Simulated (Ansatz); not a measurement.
System: ethyl(propyl)silane, C$_{5}$H$_{14}$Si, charge 0, multiplicity 1. 
Structure (B3LYP-D3(BJ)/def2-TZVP (Ansatz, a first-principles code) minimum search):
SMILES: C([SiH2]CC)CC
```xyz
20

C      3.0368    -0.2515     0.6030
C      1.6762     0.3668     0.2902
C      0.8313    -0.4876    -0.6627
Si    -0.8416     0.2603    -1.0943
C     -1.8656     0.5978     0.4500
C     -2.0955    -0.6428     1.3223
H      2.9209    -1.2336     1.0679
H      3.6157     0.3757     1.2842
H      3.6228    -0.3859    -0.3093
H      1.8211     1.3618    -0.1424
H      1.1294     0.5231     1.2252
H      0.6695    -1.4793    -0.2261
H      1.3824    -0.6599    -1.5936
H     -0.6379     1.5328    -1.8375
H     -1.5837    -0.6756    -1.9812
H     -2.8249     1.0220     0.1383
H     -1.3689     1.3800     1.0323
H     -2.7107    -0.4133     2.1949
H     -1.1522    -1.0543     1.6877
H     -2.6002    -1.4340     0.7633
```
Charge 0, spin multiplicity 1.

Parts of the frozen-core correlation energy in cc-pwCVTZ (Ansatz, hartree). Frozen orbitals: 10; correlated occupied orbitals by spin: 19 and 19; virtual: 441 and 441. Spin-orbit coupling is left out. Non-relativistic.

```
term                            value
-------------------------  ----------
reference (HF)             -486.52310
MP2 opposite-spin                   ?
MP2 same-spin                       ?
CCSD correlation                    ?
(T)                          -0.04309
T1 diagnostic                   0.009
largest doubles amplitude       0.010
```

### Question
Fill in the missing entries.

### Answer

- MP2 opposite-spin, value: -0.81337
- MP2 same-spin, value: -0.21679
- CCSD correlation, value: -1.10606
